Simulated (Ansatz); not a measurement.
Geometry optimisation, Ansatz 0.2.0, RKS B3LYP/def2-SVP.

Input file:

```yaml
crystal:
  periodic: [false, false, false]
  atoms:
    - { symbol: C, position_ang: [-0.43333, 0.95483, -0.23924] }
    - { symbol: Sc, position_ang: [0.47553, -1.06131, 0.26515] }
    - { symbol: F, position_ang: [-0.15379, -2.65058, -0.27203] }
    - { symbol: F, position_ang: [1.94203, -1.33166, 1.25942] }
    - { symbol: H, position_ang: [-1.50051, 0.92422, -0.50978] }
    - { symbol: H, position_ang: [-0.37401, 1.69583, 0.57453] }
    - { symbol: H, position_ang: [0.04365, 1.46464, -1.09333] }
basis:
  gaussian: { orbitals: def2-SVP }
hamiltonian:
  xc: b3lyp
relax:
  f_tol: 0.015
  max_steps: 40
```

Launched with:

```bash
$ ansatz run input.yaml --threads 1 --pin off --max-ram 2048MiB --backend cpu --events-out ev --progress --plain --runs-dir out
```

Task: Where does it end, and by what steps?

Result: The forces met the threshold. The force dipped under the threshold on the way, but the program's further checks kept it going. After 7 steps the energy has fallen by 0.144 eV; F4 moved furthest, 0.25 Å.

```tsv
step	energy less start (eV)	largest force component (eV/Å)	accepted
0	0.0000	0.883	yes
1	-0.1162	0.277	yes
2	-0.1406	0.198	yes
3	-0.1434	0.023	yes
4	-0.1435	0.023	yes
5	-0.1436	0.005	yes
6	-0.1437	0.020	yes
7	-0.1437	0.013	yes
```

```xyz
7
Properties=species:S:1:pos:R:3
C -0.420 0.894 -0.207
Sc 0.430 -1.056 0.314
F -0.315 -2.554 -0.429
F 1.991 -1.082 1.269
H -1.485 0.840 -0.495
H -0.325 1.635 0.609
H 0.123 1.319 -1.076
```

The run took 40 s on 1 thread of Arm Neoverse V1, on a shared host, peak memory 0.18 GiB.
